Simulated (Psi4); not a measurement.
bromine (Br2), singlet, at a GFN2-xTB geometry; WB97M-V/6-31G* (Psi4).

Psi4 was given this input:
```
memory 2 GB

molecule {
0 1
  Br   -0.00000000   -0.00000000   -1.14062493
  Br    0.00000000    0.00000000    1.14062493
}

set basis 6-31g*
set scf_type pk
set puream true
set d_convergence 1e-8
set dft_radial_points 99
set dft_spherical_points 590

energy('wb97m-v')
print_variables()
```

Output, abridged:

```
   => Loading Basis Set <=

    Name: 6-31G*
    Role: ORBITAL
    Keyword: BASIS

         ---------------------------------------------------------
                                   SCF
               by Justin Turney, Rob Parrish, Andy Simmonett
                          and Daniel G. A. Smith
                              RKS Reference
         ---------------------------------------------------------

  ==> Geometry <==

    Molecular point group: d2h
    Full point group: D_inf_h

    Geometry (in Angstrom), charge = 0, multiplicity = 1:

       Center              X                  Y                   Z               Mass
    ------------   -----------------  -----------------  -----------------  -----------------
         BR           0.000000000000     0.000000000000    -1.140624930000    78.918337600000
         BR           0.000000000000     0.000000000000     1.140624930000    78.918337600000

  Running in d2h symmetry.

  Rotational constants: A = ************  B =      0.08209  C =      0.08209 [cm^-1]
  Rotational constants: A = ************  B =   2461.06768  C =   2461.06768 [MHz]
  Nuclear repulsion =  284.160930565821502

  Charge       = 0
  Multiplicity = 1
  Electrons    = 70
  Nalpha       = 35
  Nbeta        = 35

  ==> Algorithm <==

  SCF Algorithm Type is PK.
  DIIS enabled.
  MOM disabled.
  Fractional occupation disabled.
  Guess Type is SAD.
  Energy threshold   = 1.00e-06
  Density threshold  = 1.00e-08
  Integral threshold = 1.00e-12

  ==> Primary Basis <==

  Basis Set: 6-31G*
    Blend: 6-31G*
    Number of shells: 24
    Number of basis functions: 64
    Number of Cartesian functions: 70
    Spherical Harmonics?: true
    Max angular momentum: 2

  ==> DFT Potential <==

   => LibXC <=

    Version 7.1.2
    S. Lehtola, C. Steigemann, M. J. T. Oliveira, and M. A. L. Marques,  SoftwareX 7, 1–5 (2018) (10.1016/j.softx.2017.11.002)

   => Composite Functional: WB97M-V <=

    wB97M-V Hyb-GGA Exchange-Correlation Functional

    N. Mardirossian and M. Head-Gordon,  J. Chem. Phys. 144, 214110 (2016) (10.1063/1.4952647)

    Deriv               =              1
    GGA                 =           TRUE
    Meta                =           TRUE

    Exchange Hybrid     =           TRUE
    MP2 Hybrid          =          FALSE

   => Exchange-Correlation Functionals <=

    1.0000   wB97M-V exchange-correlation functional

   => Exact (HF) Exchange <=

    0.8500            HF,LR [omega = 0.3000]
    0.1500               HF

   => LibXC Density Thresholds  <==

    XC_HYB_MGGA_XC_WB97M_V:  1.00E-13

   => VV10 Non-Local Parameters <=

    VV10 B              =     6.0000E+00
    VV10 C              =     1.0000E-02

   => Molecular Quadrature <=

    Radial Scheme          =       TREUTLER
    Pruning Scheme         =           NONE
    Nuclear Scheme         =       TREUTLER

    Blocking Scheme        =         OCTREE
    BS radius alpha        =              1
    Pruning alpha          =              1
    Radial Points          =             99
    Spherical Points       =            590
    Total Points           =         103494
    Total Blocks           =            856
    Max Points             =            254
    Max Functions          =             59
    Weights Tolerance      =       1.00E-15

  ==> Integral Setup <==

  Using in-core PK algorithm.
   Calculation information:
      Number of atoms:                   2
      Number of AO shells:              24
      Number of primitives:             86
      Number of atomic orbitals:        70
      Number of basis functions:        64

      Integral cutoff                 1.00e-12
      Number of threads:                 1

  Performing in-core PK
  Using 6492720 doubles for integral storage.
  We computed 36419 shell quartets total.
  Whereas there are 45150 unique shell quartets.

  Computing range-separated integrals for PK
  We computed 36419 wK shell quartets total.
  Whereas there are 45150 wK unique shell quartets.

  ==> DiskJK: Disk-Based J/K Matrices <==

    J tasked:                  Yes
    K tasked:                  Yes
    wK tasked:                 Yes
    Omega:               3.000E-01
    Schwarz Cutoff:          1E-12

  Minimum eigenvalue in the overlap matrix is 4.1705847766E-02.
  Reciprocal condition number of the overlap matrix is 1.5057527209E-02.
    Using symmetric orthogonalization.

  ==> Pre-Iterations <==

  SCF Guess: Superposition of Atomic Densities via on-the-fly atomic UHF (no occupation information).

   -------------------------
    Irrep   Nso     Nmo
   -------------------------
     Ag        15      15
     B1g        3       3
     B2g        7       7
     B3g        7       7
     Au         3       3
     B1u       15      15
     B2u        7       7
     B3u        7       7
   -------------------------
    Total      64      64
   -------------------------

  ==> Iterations <==

                        Total Energy        Delta E     RMS |[F,P]|

   @RKS iter SAD: -5144.27893742182277   -5.14428e+03   0.00000e+00
   @RKS iter   1: -5146.98644481862448   -2.70751e+00   7.16692e-02 ADIIS/DIIS
   @RKS iter   2: -5147.22111096478784   -2.34666e-01   4.91692e-02 ADIIS/DIIS
   @RKS iter   3: -5147.39159736180682   -1.70486e-01   7.04283e-03 ADIIS/DIIS
   @RKS iter   4: -5147.39544382738586   -3.84647e-03   4.88654e-04 ADIIS/DIIS
   @RKS iter   5: -5147.39549817268380   -5.43453e-05   3.25518e-05 DIIS
   @RKS iter   6: -5147.39549857422935   -4.01546e-07   5.14454e-06 DIIS
   @RKS iter   7: -5147.39549858551527   -1.12859e-08   3.72963e-07 DIIS
   @RKS iter   8: -5147.39549858558530   -7.00311e-11   2.97598e-08 DIIS
   @RKS iter   9: -5147.39549858558712   -1.81899e-12   2.73279e-09 DIIS
  Energy and wave function converged.

  ==> Post-Iterations <==

   Electrons on quadrature grid:
      Ntotal   =   70.0000006333 ; deviation = 6.333e-07

    Orbital Energies [Eh]
    ---------------------

    Doubly Occupied:

[...]
    Virtual:

[...]
    Final Occupation by Irrep:
             Ag   B1g   B2g   B3g    Au   B1u   B2u   B3u
    DOCC [     9,    1,    4,    4,    1,    8,    4,    4 ]
    NA   [     9,    1,    4,    4,    1,    8,    4,    4 ]
    NB   [     9,    1,    4,    4,    1,    8,    4,    4 ]

  @RKS Final Energy: -5147.39549858558712

   => Energetics <=

    Nuclear Repulsion Energy =            284.1609305658215021
    One-Electron Energy =               -7728.7298175146233916
    Two-Electron Energy =                2442.9005593827300800
    DFT Exchange-Correlation Energy =    -146.0201724333398943
    Empirical Dispersion Energy =           0.0000000000000000
    VV10 Nonlocal Energy =                  0.2930014138252107
    Total Energy =                      -5147.3954985855871200

Computation Completed

Properties will be evaluated at   0.000000,   0.000000,   0.000000 [a0]

Properties computed using the SCF density matrix

 Multipole Moments:

 ------------------------------------------------------------------------------------
     Multipole            Electronic (a.u.)      Nuclear  (a.u.)        Total (a.u.)
 ------------------------------------------------------------------------------------

 L = 1.  Multiply by 2.5417464519 to convert [e a0] to [Debye]
 Dipole X            :          0.0000000            0.0000000            0.0000000
 Dipole Y            :          0.0000000            0.0000000            0.0000000
 Dipole Z            :          0.0000000            0.0000000            0.0000000
 Magnitude           :                                                    0.0000000

 ------------------------------------------------------------------------------------

  Variable Map:
  ----------------------------------------------------------------------------
[...]
  Array Variable Map:
  ----------------------------------------------------------------------------
[...]
[...]
```
